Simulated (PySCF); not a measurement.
## Lu⁶⁷⁺ (lutetium, charge +67): Hartree-Fock from Schrödinger to Dirac-Coulomb-Breit

Occupied: 1s1/2, 2s1/2. Hartree-Fock calculated with PySCF 2.14 in an uncontracted even-tempered set (19 s from 17 bohr⁻², ratio 2.3; 15 p from 20 bohr⁻², ratio 2.3), Gaussian nucleus throughout. NR is non-relativistic, sf-X2C the spin-free one-electron X2C Hamiltonian, X2C adds the bare one-electron spin-orbit term, X2C-SNSO screens it by Boettger's factors, DC is four-component Dirac-Coulomb, and the Gaunt and Breit terms are added at first order (total energies over the DC spinors, levels after relaxing the spinors in that mean field). QED terms are absent. Levels marked empty are virtual spinors of this ion.

```
Hamiltonian  E (hartree)  E − E(DC) (hartree)  CPU seconds
         NR   -6190.1430             501.1640         0.56
     sf-X2C   -6688.0859               3.2211         0.34
        X2C   -6688.0859               3.2211         0.34
   X2C-SNSO   -6688.0859               3.2211         0.34
         DC   -6691.3070               0.0000          7.3
   DC+Gaunt   -6684.9077               6.3992           13
   DC+Breit   -6685.0464               6.2605          100
```

| level (eV) | NR | sf-X2C | X2C | X2C-SNSO | DC | DC+Gaunt | DC+Breit |
| --- | --- | --- | --- | --- | --- | --- | --- |
| 1s1/2 | -66626.3 | -71634.5 | -71634.5 | -71634.5 | -71711.8 | -71558.3 | -71560.1 |
| 2s1/2 | -16099.4 | -17631.9 | -17631.9 | -17631.9 | -17641.1 | -17622.7 | -17624.6 |
| 2p1/2 (empty) | -15695.5 | -16266.2 | -17166.4 | -17136.8 | -17147.0 | -17113.3 | -17117.8 |
| 2p3/2 (empty) | -15695.5 | -16266.2 | -15903.5 | -15913.1 | -15915.0 | -15896.9 | -15901.4 |
| 3s1/2 (empty) | -6947.3 | -7464.0 | -7464.0 | -7464.0 | -7466.5 | -7461.3 | -7462.1 |

```csv
interval (eV),X2C,X2C-SNSO,DC,DC+Gaunt,DC+Breit
2p3/2 − 2p1/2,1263,1224,1232,1216,1216
```

Weight of the small component: 1s1/2 0.0716, 2s1/2 0.0175, 2p1/2 0.0173, 2p3/2 0.0160, 3s1/2 0.00735.

Koopmans' value for the highest occupied level at DC+Breit: 17624.6 eV, against an ionisation energy of 17610 ± 40 eV (theoretical estimate listed by NIST; NIST Atomic Spectra Database, ionization energies); the former lacks relaxation, correlation, QED and recoil.

The whole ladder took 120 s of wall time on 1 thread of Neoverse-N1 (shared host), launched as `OMP_NUM_THREADS=1 python relrun2.py TASK.json OUT` (a driver that calls PySCF for each Hamiltonian).
